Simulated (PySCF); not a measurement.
# One molecule, several mistakes: BCH6OSi

Calculated results; nothing here was measured. The program is PySCF 2.14.0, an open-source quantum chemistry code, run on an isolated molecule that a program drew, which may never have been made. The molecule is BCH6OSi (charge 0, doublet), drawn as the SMILES string `O[CH]B[SiH3]`.

Each row is a Hartree-Fock (HF) and frozen-core CCSD(T) single point in the cc-pV(D+d)Z basis, meant for a local HF minimum. Run 1 is clean. Each other run has one planted mistake out of seven kinds, and not every kind appears here: one electron removed, one electron added, multiplicity raised by two, geometry at a saddle point, minimal basis STO-3G, one bond length entered in bohr, all coordinates scaled. The reference is restricted for singlets and unrestricted otherwise, and also for a bond in bohr. Adding or removing an electron swaps singlet and doublet. Electrons count all cores. HOMO and LUMO are orbital energies over both spins, the gradient is its largest component, and the lowest frequency (negative if imaginary) is given only where the gradient is small. Bond lengths are over the 9 bonds as drawn. T1 is the CCSD diagnostic: over 0.02 (restricted) or 0.045 (unrestricted) a single reference is doubtful.

Geometry of the clean run:
```xyz
10
BCH6OSi, angstrom
O    -0.8564    0.8631   -1.9387
C    -1.2246    0.2414   -0.8149
B    -1.8868    0.9939    0.3212
Si   -2.4529    0.0580    2.0396
H    -0.4586    0.2607   -2.5501
H    -1.0099   -0.8253   -0.7939
H    -2.0734    2.1724    0.1839
H    -1.7638    0.6528    3.2155
H    -2.1426   -1.3984    2.0296
H    -3.9166    0.2008    2.2602
```

```
run  electrons  basis functions  <S^2>  HOMO (eV)  LUMO (eV)  gradient (hartree/bohr)  lowest frequency (cm^-1)  mean bond (Å)  longest bond (Å)      T1  HF (hartree)  CCSD(T) (hartree)                     mistake
  1         39               95  0.757      -9.36       1.15                  1.7e-06                        93         1.3985             2.037  0.0200    -429.79733         -430.35811                    no fault
  2         39               95  3.769      -5.26      -1.47                  8.0e-02                         -         1.3985             2.037  0.0196    -429.61220         -430.15367  multiplicity raised by two
  3         40               95  0.000      -1.08       9.06                  8.9e-02                         -         1.3985             2.037  0.0136    -429.78846         -430.39391          one electron added
  4         39               95  0.756      -9.18       1.34                  1.1e-01                         -         1.3006             1.894  0.0164    -429.74444         -430.29658      all coordinates scaled
  5         38               95  0.000     -16.65      -6.81                  1.4e-01                         -         1.3985             2.037  0.0240    -429.50228         -430.05655        one electron removed
  6         39               95  1.705     -10.19       0.72                  1.7e-02                         -         1.5306             2.525  0.0245    -429.68548         -430.19199                           ?
```

**Which mistake was planted in run 6, and what did it cost?**

The mean bond changes by a factor of 1.094 and the longest by 1.240, so the molecule wasn't scaled as a whole. A length L in bohr read as angstrom grows by (1/0.5292 - 1) L = 0.890 L. The 9 bonds together grew by 9 x 0.1321 = 1.189 Å, which gives L = 1.336 Å. That is bond O1-C2, 1.336 Å in the clean geometry. So the mistake is: one bond length entered in bohr. Subtracting run 1 and multiplying by 627.51 kcal/mol a hartree, the energy moved by 70.2 kcal/mol in HF and 104.2 kcal/mol in CCSD(T).

Cautions from the logs. Run 5: T1 is over the limit, so its CCSD(T) energy is less reliable.
